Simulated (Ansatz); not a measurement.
Two isomers of C2H6BF2N: A = `CN(C)B(F)F`, B = `CB(F)C(N)F`.

Gas-phase electronic energies from Ansatz, PBE0-D4/def2-TZVP geometries. CBS: MP2 limit from def2 TZ/QZ plus the TZ coupled-cluster correction, frozen cores. DFT in def2-TZVPP. B3LYP here is the variant with VWN-RPA as its local correlation; programs differ in this. Each species was taken in one conformer, which may not be the lowest.

**Question.** Which is lower in electronic energy at CCSD(T)/CBS, and by how much? (Best estimate.)

**Answer.** The calculation gave: A, by 255.7 kJ/mol.

**Question.** Give E(B) − E(A) in kJ/mol with CCSD/def2-TZVPP, B3LYP-D4, r2SCAN-D4, CCSD(T)/def2-TZVPP, PBE-D4, PBE0-D4, MP2/def2-TZVPP. (Estimate.)

**Answer.** The calculation gave: CCSD/def2-TZVPP 259.5, B3LYP-D4 251.3, r2SCAN-D4 247.9, CCSD(T)/def2-TZVPP 258.0, PBE-D4 237.7, PBE0-D4 246.8, MP2/def2-TZVPP 265.2. None reverses the order clearly.

Largest T1 diagnostic: 0.012.

From PBE to PBE0 (25 % exact exchange), in def2-TZVPP and without D4, E(B) − E(A) moves by +9.3 kJ/mol.
